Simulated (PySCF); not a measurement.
# Rotational lines of HgB⁺

Lines J+1 ← J of the vibrational ground state, computed from RHF-CCSD(T) constants of HgB⁺, ¹Σ⁺ (singlet), closed shell (Hg def2-SVP with ECP60, B def2-SVP; scalar-relativistic core potentials (PySCF 2.14); masses 201.9706 and 11.0093 u), in MHz:

| J | ν (MHz) |
| --- | --- |
| 0 | 17068.9 |
| 1 | 34137.0 |
| 2 | 51203.8 |
| 3 | 68268.6 |
| 4 | 85330.6 |

(1) Find B0 and the effective bond length r0; with αe = 0.00326 cm⁻¹, find Re.

Correlated steps freeze 1 core orbital. Correlated levels converge slowly with the basis: in double zeta they bind strong bonds too weakly, by up to about 1 eV, and carry superposition errors of some tenths. Spin–orbit coupling is left out. For an ion De counts to the pair picked by the measured ionisation energies or electron affinities, which need not be the lowest pair at this level.

Answers

(1) ν = 2B0(J+1) − 4D(J+1)³ gives B0 = 0.28468 cm⁻¹. With the reduced mass μred = 10.440 u, r0 = √(16.8576/(μred·B0)) (u, cm⁻¹, Å) = 2.3816 Å. Be = B0 + αe/2 = 0.28631 cm⁻¹ gives Re = 2.375 Å.
